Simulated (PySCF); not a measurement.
**Rubidium: a sound run and one with changed settings**

Sound run: Rb⁺ [Kr], Rb²⁺ [Ar] 3d10 4s2 4p5. Calculation: PySCF 2.14, in cc-pVDZ-X2C (6s5p3d, 36 functions); the spin-free X2C one-electron Hamiltonian (Gaussian nucleus). The sound run starts from symmetry-adapted Hartree-Fock orbitals and uses a fine grid where one is needed.

Changed run: initial guess atom, at most 50 SCF cycles, level shift 10.0 hartree.

```json
{"species": "Rb⁺", "method": "UHF", "sound run (hartree)": "-2979.00309", "changed run (hartree)": "-2979.00309", "converged": "no"}
{"species": "Rb⁺", "method": "M06-L", "sound run (hartree)": "-2980.75067", "changed run (hartree)": "-2980.75066", "converged": "no"}
{"species": "Rb⁺", "method": "MN15", "sound run (hartree)": "-2982.65897", "changed run (hartree)": "-2982.65897", "converged": "no"}
{"species": "Rb²⁺", "method": "UHF", "sound run (hartree)": "-2978.00122", "changed run (hartree)": "-2978.00122", "converged": "no"}
{"species": "Rb²⁺", "method": "M06-L", "sound run (hartree)": "-2979.71910", "changed run (hartree)": "-2979.71910", "converged": "no"}
{"species": "Rb²⁺", "method": "MN15", "sound run (hartree)": "-2981.61986", "changed run (hartree)": "-2981.61986", "converged": "no"}
```

A level shift slows the SCF but leaves a converged energy unchanged.
